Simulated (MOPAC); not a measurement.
Input for MOPAC: PM3 on H3NOSn (SMILES [NH2][Sn][OH]), a point of a torsion scan.

```
PM3 1SCF PRECISE CHARGE=0 THREADS=1
H3NOSn

N     -1.19398611 1    -0.03650198 1     0.17799772 1
Sn     0.44399560 1    -1.14862341 1     0.75099552 1
O      1.82601889 1    -0.17957241 1    -0.38542443 1
H     -2.14411785 1    -0.16073959 1     0.49964720 1
H     -1.20005401 1     0.73486794 1    -0.47623513 1
H      1.62620754 1     0.55341655 1    -0.96253169 1
```

It printed:

```
*******************************************************************************
 **                                                                           **
 **                              MOPAC v23.2.5                                **
 **                                                                           **
 *******************************************************************************
 ** MOPAC's Digital Object Identifier: https://doi.org/10.5281/zenodo.6511958 **
 **                                                                           **
 ** Please cite the open-source release paper for use of this MOPAC version:  **
 ** J. E. Moussa and J. J. P. Stewart (2026)                                  **
 ** MOPAC: An open-source semiempirical molecular orbital program             **
 ** J. Open Source Softw., 11(119), 8025, https://doi.org/10.21105/joss.08025 **
 *******************************************************************************

                              PM3 CALCULATION RESULTS

 *******************************************************************************
 *  PM3        - The PM3 Hamiltonian to be used
 *
 *
 *
 *                 CHARGE ON SYSTEM = 0
 *
 *
 *
 *  PRECISE    - TIGHTER CRITERIA TO BE USED
 *  1SCF       - DO 1 SCF AND THEN STOP
 *  THREADS=1  - MULTI-THREADING NOT USED
 *  T=         - A TIME OF 172800.0 SECONDS REQUESTED
 *  DUMP=N     - RESTART FILE WRITTEN EVERY 7200.0 SECONDS REQUESTED
 *******************************************************************************
PM3 1SCF PRECISE CHARGE=0 THREADS=1
 H3NOSn

   ATOM   CHEMICAL          X               Y               Z
  NUMBER   SYMBOL      (ANGSTROMS)     (ANGSTROMS)     (ANGSTROMS)

     1       N         -1.19398611  *  -0.03650198  *   0.17799772  *
     2      Sn          0.44399560  *  -1.14862341  *   0.75099552  *
     3       O          1.82601889  *  -0.17957241  *  -0.38542443  *
     4       H         -2.14411785  *  -0.16073959  *   0.49964720  *
     5       H         -1.20005401  *   0.73486794  *  -0.47623513  *
     6       H          1.62620754  *   0.55341655  *  -0.96253169  *



          CARTESIAN COORDINATES

    NO.       ATOM           X           Y           Z

     1         N         -1.1940     -0.0365      0.1780
     2        Sn          0.4440     -1.1486      0.7510
     3         O          1.8260     -0.1796     -0.3854
     4         H         -2.1441     -0.1607      0.4996
     5         H         -1.2001      0.7349     -0.4762
     6         H          1.6262      0.5534     -0.9625

  H: (PM3): J. J. P. STEWART, J. COMP. CHEM. 10, 209 (1989).
  N: (PM3): J. J. P. STEWART, J. COMP. CHEM. 10, 209 (1989).
  O: (PM3): J. J. P. STEWART, J. COMP. CHEM. 10, 209 (1989).
 Sn: (PM3): J. J. P. STEWART, J. COMP. CHEM. 12, 320-341 (1991).

           Empirical Formula: H3 N O Sn  =     6 atoms



      MOLECULAR POINT GROUP   :   Cs


      RHF CALCULATION, NO. OF DOUBLY OCCUPIED LEVELS = 9


 -------------------------------------------------------------------------------
 PM3 1SCF PRECISE CHARGE=0 THREADS=1
 H3NOSn



     1SCF WAS SPECIFIED, SO BFGS WAS NOT USED
     SCF FIELD WAS ACHIEVED


                              PM3 CALCULATION
                                                       MOPAC v23.2.5 Linux




          FINAL HEAT OF FORMATION =        -44.45883 KCAL/MOL =    -186.01573 KJ/MOL


          COSMO AREA              =        106.80 SQUARE ANGSTROMS
          COSMO VOLUME            =         95.17 CUBIC ANGSTROMS

          IONIZATION POTENTIAL    =          9.376923 EV
          HOMO LUMO ENERGIES (EV) =         -9.377 -0.863
          NO. OF FILLED LEVELS    =          9
          MOLECULAR WEIGHT        =        151.7198         POINT GROUP:  Cs

          MOLECULAR DIMENSIONS (Angstroms)

            Atom       Atom       Distance
            H     6    H     4     4.10650
            H     5   Sn     2     2.68358
           Sn     2    H     4     0.00058


          SCF CALCULATIONS        =          1





   ATOM   CHEMICAL          X               Y               Z
  NUMBER   SYMBOL      (ANGSTROMS)     (ANGSTROMS)     (ANGSTROMS)

     1       N         -1.19398611  *  -0.03650198  *   0.17799772  *
     2      Sn          0.44399560  *  -1.14862341  *   0.75099552  *
     3       O          1.82601889  *  -0.17957241  *  -0.38542443  *
     4       H         -2.14411785  *  -0.16073959  *   0.49964720  *
     5       H         -1.20005401  *   0.73486794  *  -0.47623513  *
     6       H          1.62620754  *   0.55341655  *  -0.96253169  *

                             CARTESIAN COORDINATES

   1    N       -1.193986110    -0.036501980     0.177997720
   2   Sn        0.443995600    -1.148623410     0.750995520
   3    O        1.826018890    -0.179572410    -0.385424430
   4    H       -2.144117850    -0.160739590     0.499647200
   5    H       -1.200054010     0.734867940    -0.476235130
   6    H        1.626207540     0.553416550    -0.962531690


           Empirical Formula: H3 N O Sn  =     6 atoms



      MOLECULAR POINT GROUP   :   Cs


                  EIGENVALUES
 -34.57822 -27.65826 -16.08392 -15.11965 -14.37978 -11.73616 -11.71896  -9.56556
  -9.37692  -0.86325   0.46547   1.17461   4.37853   5.29987   5.75474


              NET ATOMIC CHARGES AND DIPOLE CONTRIBUTIONS

  ATOM NO.   TYPE          CHARGE      No. of ELECS.   s-Pop       p-Pop
    1          N          -0.412127        5.4121     1.46304     3.94908
    2         Sn           0.747321        3.2527     1.78669     1.46599
    3          O          -0.643407        6.6434     1.78708     4.85633
    4          H           0.059914        0.9401     0.94009
    5          H           0.048491        0.9515     0.95151
    6          H           0.199807        0.8002     0.80019
 DIPOLE           X         Y         Z       TOTAL
 POINT-CHG.    -1.022    -2.840     2.644     4.012
 HYBRID        -1.134     3.332    -2.572     4.359
 SUM           -2.156     0.492     0.071     2.212


          ATOMIC ORBITAL ELECTRON POPULATIONS

     Atom    s        px        py        pz
    1  N   1.46304   1.13536   1.36186   1.45186
    2 Sn   1.78669   0.39143   0.57555   0.49902
    3  O   1.78708   1.73178   1.50820   1.61635
    4  H   0.94009
    5  H   0.95151
    6  H   0.80019

 **********************
 *                    *
 * JOB ENDED NORMALLY *
 *                    *
 **********************




 == MOPAC DONE ==
```

The run finished.

Cost: very roughly 0.05 core-seconds.
